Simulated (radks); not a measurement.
Results of a calculation; reference values are marked as such.
Q: The mean radii <r> (bohr) of the occupied orbitals of an atom or ion are listed with their occupations. Code: a radial shooting solver on a logarithmic mesh with Libxc functionals. Model: scalar-relativistic Kohn-Sham, r2SCAN, spin-polarised, spherical densities, finite nucleus; meta-GGA in the generalised Kohn-Sham scheme; Fermi nuclear charge, rms radius of each element as measured or else 0.836 A^(1/3) + 0.57 fm.

orbital  occ.      <r>
1s up       1  0.02151
1s down     1  0.02151
2s down     1  0.09147
2s up       1  0.09148
2p up       3  0.08089
2p down     3  0.08089
3s up       1   0.2391
3s down     1   0.2389
3p up       3   0.2379
3p down     3   0.2377
3d up       5   0.2167
3d down     5   0.2164
4s up       1   0.5419
4s down     1   0.5418
4p up       3   0.5738
4p down     3   0.5739
4d up       5   0.6241
4d down     5   0.6249
5s up       1    1.320
5s down     1    1.346
5p up       3    1.546
5p down     3    1.581
4f up       7   0.8745
4f down     2   0.9447
6p up       1    4.793

Name the element and its charge. Open shells, if any, are filled with parallel spins first.

A: Z = 65, terbium, charge +1: Tb+ in [Xe] 4f9 6p1. The 1s radius gives Z: for a bare nucleus <r> = (2 gamma + 1)/(2Z) with gamma = sqrt(1 - (Z/c)^2), 0.02124 bohr for Z = 65, and screening makes it slightly larger (0.02151 here). The occupations add up to 64, and the charge is Z minus that.
